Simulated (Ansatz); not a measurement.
Input file for Ansatz (a program for electronic structure): U-CCSD(T)/cc-pVDZ on FHSe (SMILES F[SeH]), a point of a bond scan (R = 3.990 Å). The run froze 15 orbitals, filled d shells among them.

Ansatz 0.2 input:
```yaml
crystal:
  periodic: [false, false, false]
  atoms:
    - {symbol: Se, position_ang: [-0.11560586, -0.22336041, 0.25952766]}
    - {symbol: H, position_ang: [-2.23233264, -2.19878981, -2.48643171]}
    - {symbol: F, position_ang: [0.53668645, 0.94991721, -0.89627180]}
basis:
  gaussian:
    orbitals: cc-pVDZ
correlation: {method: ccsd_t, electrons: outside_noble_gas}
scf: {omitted_lower_state_checks: [cluster_reference]}
magnetization: {spin_polarized: true, initial_magnetization: 0}
```

Program output:

```
WARN ansatz: RAYON_NUM_THREADS=1 ignored (pool sized by the plan → 1); use --threads N
Functional definition: HF
these checks for a lower state are left out or cut short: cluster_reference
integrals: 0.02 GiB planned
502 factors; integrals over basis functions are off by at most 7.5e-4 eV
mean field: 0.15 GiB planned
mean field evaluation 1: about -68012.3232 eV, gradient 1.6e1 eV
mean field evaluation 2: about -68012.3429 eV, gradient 1.6e1 eV
mean field evaluation 4: about -68015.8418 eV, gradient 3.6e0 eV
mean field evaluation 8: about -68015.9268 eV, gradient 1.1e-1 eV
mean field evaluation 16: about -68016.0242 eV, gradient 8.1e-1 eV
mean field evaluation 32: about -68020.4258 eV, gradient 1.8e0 eV
mean field evaluation 64: about -68020.4396 eV, gradient 1.1e-3 eV
mean field evaluation 96: about -68020.4396 eV, gradient 2.0e-6 eV
mean field evaluation 128: about -68020.4395 eV, gradient 1.7e-2 eV
mean field evaluation 160: about -68020.4343 eV, gradient 3.1e-6 eV
mean field evaluation 192: about -68016.2306 eV, gradient 6.0e0 eV
mean field -68020.43960345 eV, -2499.7050495168 hartree, gradient 1.7e-6 eV, S^2 1.006626; 15 other end points of the search recorded, 0 dependent functions left out
15 core orbitals not correlated
reference -68020.43960345 eV, -2499.7050495168 hartree; 7, 7 occupied and 24, 24 virtual orbitals, 502 factors
second order -7.64328242 eV of doubles, -0.00000000 eV of singles
coupled cluster: 0.08 GiB planned
cycle   1  -7.76330512 eV  change   -1.2e-1 eV  update   8.2e-2
cycle   2  -7.98622834 eV  change   -2.2e-1 eV  update   2.7e-2
cycle   3  -8.06331768 eV  change   -7.7e-2 eV  update   1.9e-2
cycle   4  -8.06034600 eV  change    3.0e-3 eV  update   6.6e-3
cycle   5  -8.06065926 eV  change   -3.1e-4 eV  update   3.4e-3
cycle   6  -8.06131932 eV  change   -6.6e-4 eV  update   1.2e-3
cycle   7  -8.06125056 eV  change    6.9e-5 eV  update   5.4e-4
cycle   8  -8.06133216 eV  change   -8.2e-5 eV  update   2.2e-4
cycle   9  -8.06139738 eV  change   -6.5e-5 eV  update   1.6e-4
cycle  10  -8.06134907 eV  change    4.8e-5 eV  update   1.4e-4
cycle  11  -8.06137458 eV  change   -2.6e-5 eV  update   1.3e-4
cycle  12  -8.06142689 eV  change   -5.2e-5 eV  update   8.8e-5
cycle  13  -8.06140293 eV  change    2.4e-5 eV  update   4.1e-5
cycle  14  -8.06141249 eV  change   -9.6e-6 eV  update   1.6e-5
coupled cluster: 0.08 GiB planned
perturbative correction -0.16753692 eV, -0.0061568682 hartree
Total energy: -68028.66855285 eV, -2500.0074578297 hartree
Checks for a lower state left out: cluster_reference
```

The run converged. Its determinant has ⟨S²⟩ = 1.01, a mixture of spin states.

Cost: about 4 core-seconds (a rough figure).
